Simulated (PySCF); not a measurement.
Compound: C6H12O2SSi.
Atom-mapped SMILES: `[CH3:1][CH2:2][Si:3]1([O:4][C:5]([CH3:6])=[O:7])[CH2:8][S:9][CH2:10]1`

Geometry (GFN2-xTB, Å), atoms numbered from 1 in this order:
```xyz
22
C6H12O2SSi angstrom
C     -1.572   -1.876    0.177
C     -1.547   -0.511    0.865
Si    -0.404    0.717   -0.025
O      1.037    0.032   -0.506
C      1.830   -0.604    0.357
C      3.006   -1.250   -0.312
O      1.590   -0.636    1.532
C     -0.287    2.472    0.714
S     -1.237    3.190   -0.688
C     -1.118    1.581   -1.567
H     -2.248   -2.553    0.694
H     -1.897   -1.786   -0.857
H     -0.579   -2.319    0.185
H     -2.562   -0.115    0.918
H     -1.204   -0.644    1.892
H      3.551   -0.503   -0.884
H      3.655   -1.702    0.432
H      2.649   -2.009   -1.005
H     -0.803    2.662    1.649
H      0.701    2.924    0.756
H     -2.103    1.267   -1.895
H     -0.469    1.682   -2.432
```

NICS = −σ at a ghost point: NICS(0) at the centroid of the ring atoms, NICS(1) 1 Å to either side along the normal of their mean plane, zz for the tensor component along that normal. Level: GIAO PBE0/pcSseg-1 (PySCF, non-relativistic, gas phase) on the GFN2-xTB geometry, one conformer.

Ring bond lengths (Å), with Mayer bond orders in brackets: Si3–C8 1.908 (0.85), C8–S9 1.840 (1.00), S9–C10 1.837 (1.00), C10–Si3 1.906 (0.85).

**Question.** What do the NICS probes read (ppm)?

**Answer.** 
| ring | type | NICS(0) | NICS(1), two faces | NICS(1)zz, two faces | rms pucker (Å) | centre to ring atoms, mean (Å) |
| --- | --- | --- | --- | --- | --- | --- |
| Si3–C8–S9–C10 | 4-membered ring with S and Si; formal bonds all single | -3.5 | -1.4 / -0.2 | 4.1 / 5.4 | 0.07 | 1.32 |

**Question.** What do they say, and how far can they be read as aromaticity?

**Answer.** 
- Si3–C8–S9–C10: mean NICS(1)zz 4.7 ppm, deshielded. Si3, C8, C10 have four or more neighbours, so the value isn't read as a sign of a π ring current.

**Question.** At the first NICS(1) probe listed for ring Si3–C8–S9–C10, 1 Å off the ring, what do the in-plane components average?

**Answer.** The isotropic value is a third of the trace: (3 × -1.4 − (4.1))/2 = -4.1 ppm.

**Question.** Give the inner angles of the rings and the Hirshfeld charges of the ring atoms.

**Answer.** 
- Si3–C8–S9–C10: Si3 85.4° (+0.453 e), C8 91.8° (-0.176 e), S9 89.4° (-0.029 e), C10 92.0° (-0.181 e); sum 358.6° against 360° for a flat convex ring.

**Question.** What are the shieldings of the ring atoms and their hydrogens in the same run (means over atoms taken as equivalent)?

**Answer.** 
| atoms | environment | σ isotropic (ppm) | principal values of the symmetric part, first atom (ppm) |
| --- | --- | --- | --- |
| Si3 | oxygen-bound silicon | 331.8 | 296.5, 320.8, 378.1 |
| C8 (×2) | sp3 carbon bound to sulfur | 158.2 | 118.6, 164.2, 187.0 |
| S9 | sulfide sulfur | 586.2 | 404.4, 481.2, 873.0 |
| H19 (×2) | methylene hydrogen | 29.25 | 25.1, 27.1, 35.4 |
| H20 (×2) | methylene hydrogen | 28.71 | 24.3, 27.1, 34.5 |
